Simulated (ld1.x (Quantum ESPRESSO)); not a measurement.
**Ag TM semilocal: all-electron and pseudo phase curves**

```json
{"Element": "Ag", "Generator": "ld1.x (Quantum ESPRESSO) 7.5", "Type": "norm-conserving Troullier–Martins (semilocal form)", "Functional": "LDA (PZ)", "Relativity": "scalar-relativistic", "Frozen core": "[Kr]", "Valence charge": "11", "Reference configuration": "4d10 5s1 5p0", "Partial waves": "5s (bound): rc 2.65 bohr; 5p (bound, empty): rc 2.65 bohr; 4d (bound): rc 1.20 bohr", "Local potential": "the d channel", "Core correction": "a·sin(br)/r model core inside 1.10 bohr"}
```

The phase is arctan(r·u′/u) with u = r·R(r), unwrapped; energies in Ry, scanned from -3 to 5 Ry. A pole is an energy at which the radial function vanishes at the test radius. The pseudo phase is shifted by a multiple of π to meet the all-electron one at the reference energy, and phase errors are pseudo minus all-electron; the curves can meet again beyond the range given. Levels narrower than the energy grid can be missing from the lists of poles.

Q: For each channel, where are the poles, and over which energies does the pseudopotential scatter like the atom?

A:

| channel | radius (bohr) | reference energy (Ry) | poles, all-electron | poles, pseudo | unbroken range about the reference energy with phases within 0.05 rad | phase error 1 Ry above the reference energy (rad) |
| --- | --- | --- | --- | --- | --- | --- |
| s | 2.91 | -0.35 | 1.01 | 0.95 | below 2.1 | -0.007 |
| p | 2.91 | -0.06 | 2.04 | 1.90 | below 2.8 | -0.012 |
| d | 2.91 | -0.56 | -0.43, 4.02 | -0.43, 4.01 | the whole range | -0.000 |

Phases in the d channel:

```csv
E (Ry),all-electron,pseudo
-3.00,1.376,1.376
-2.76,1.368,1.368
-2.52,1.358,1.358
-2.28,1.347,1.347
-2.04,1.333,1.333
-1.80,1.316,1.316
-1.56,1.294,1.294
-1.32,1.260,1.260
-1.08,1.202,1.202
-0.84,1.038,1.038
-0.60,-0.817,-0.817
-0.36,-1.654,-1.654
-0.12,-1.778,-1.778
0.12,-1.850,-1.850
0.36,-1.917,-1.917
0.60,-1.997,-1.998
0.84,-2.111,-2.111
1.08,-2.293,-2.294
1.32,-2.621,-2.623
1.56,-3.183,-3.186
1.80,-3.774,-3.777
2.04,-4.135,-4.137
2.28,-4.332,-4.333
2.52,-4.448,-4.449
2.76,-4.525,-4.526
3.00,-4.580,-4.581
3.24,-4.621,-4.622
3.48,-4.655,-4.655
3.72,-4.683,-4.683
3.96,-4.707,-4.708
4.20,-4.729,-4.730
4.44,-4.750,-4.752
4.68,-4.771,-4.772
4.92,-4.793,-4.794
```
